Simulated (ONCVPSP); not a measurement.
# Sn: one change to an ONCV potential, before and after

Sn, optimised norm-conserving Vanderbilt (ONCV), made with ONCVPSP 4.0.1 (PBE, fully relativistic). Core [Kr] 4d10, reference 5s1 5p3. Waves: 5s: rc 2.10 bohr, ncon 4, nbas 8, qcut 2.5 1/bohr, 1 projector; 5p: rc 2.70 bohr, ncon 4, nbas 8, qcut 3.6 1/bohr, 3 projectors, debl 0.5 Ha; d scattering state at 0.26 Ha: rc 2.35 bohr, ncon 4, nbas 8, qcut 4.4 1/bohr, 3 projectors, debl 1.6 Ha. Local part: polynomial inside 1.60 bohr (lpopt 4, dvloc0 6 Ha). Core correction: none.

Open shells are filled in proportion to 2j + 1.

Change: s: qcut 1.4.

Cutoffs: the cutoffs (Ha) at which the residual kinetic energy of the hardest occupied pseudo-wave falls to 1 and 0.1 mHa per electron; they do not see the model core or the augmentation charge, which bear on the density cutoff. Errors are all-electron minus pseudo energies relative to the spin-unpolarised reference configuration.

Problem. Predict the effect on cutoff, ghosts and configuration errors.

Solution. The potential gets harder (30 Ha and 39 Ha → 35 Ha and 41 Ha); both files keep a bound ghost (d); of the 4 tests that both files solve, the error grows in 2 and shrinks in 0 by more than 15 % and 0.3 meV (median size 20.4 → 23.2 meV).

```tsv
quantity	base	changed
cutoff, loose	30 Ha	35 Ha
cutoff, tight	39 Ha	41 Ha
loose cutoff by channel	s 30 Ha, p 4.3 Ha	s 35 Ha, p 4.3 Ha
bound ghosts	d5/2, d3/2	d5/2, d3/2
GHOST(+) flags under 300 eV	none	none
error for 5s2 5p2, meV [ΔE -6.96 eV]	+16	+18
error for 5s2 5p1, meV [ΔE -0.07 eV]	+24	+29
error for 5s2 5p0, meV [ΔE 13.90 eV]	+54	+65
error for 5s1 5p2, meV [ΔE 7.56 eV]	-4.1	-3.5
s: phases at 2.13 bohr within 0.05 rad from the reference energy up to (Ha; the scan ends near 5)	1.1	0.9
p3/2: phases at 2.74 bohr within 0.05 rad from the reference energy up to (Ha; the scan ends near 5)	4.6	4.6
p1/2: phases at 2.74 bohr within 0.05 rad from the reference energy up to (Ha; the scan ends near 5)	5.0	5.0
d5/2: phases at 2.39 bohr within 0.05 rad from the reference energy up to (Ha; the scan ends near 5)	to the end of the scan	to the end of the scan
d3/2: phases at 2.39 bohr within 0.05 rad from the reference energy up to (Ha; the scan ends near 5)	to the end of the scan	to the end of the scan
```

 A true bound ghost makes a file unfit for plane-wave use even where its test errors are small: the radial tests pick states by their node count and pass the ghost by.
